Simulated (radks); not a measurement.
Results of a calculation; reference values are marked as such.
Species: the krypton ion Kr4+. Configuration: [Ar] 3d10 4s2 4p2. Level of theory: Dirac Kohn-Sham, PBEsol, spin-unpolarised, spherical densities, point nucleus; open shells are shared between the two j in proportion to 2j + 1; speed of light set to 685.18 atomic units (5 times the physical value, a model run) (a radial shooting solver on a logarithmic mesh with Libxc functionals).

Spin-orbit splittings of the eigenvalues, e(l+1/2) - e(l-1/2), with zeta = 2 splitting/(2l+1) and mean radii in bohr:

shell  occ.  splitting (eV)  zeta (eV)  <r> j=l-1/2  <r> j=l+1/2
2p        6           2.069      1.379       0.1617       0.1619
3p        6          0.3035     0.2023       0.5441       0.5445
3d       10         0.05299    0.02120       0.5502       0.5503
4p        2         0.03826    0.02550        1.604        1.605
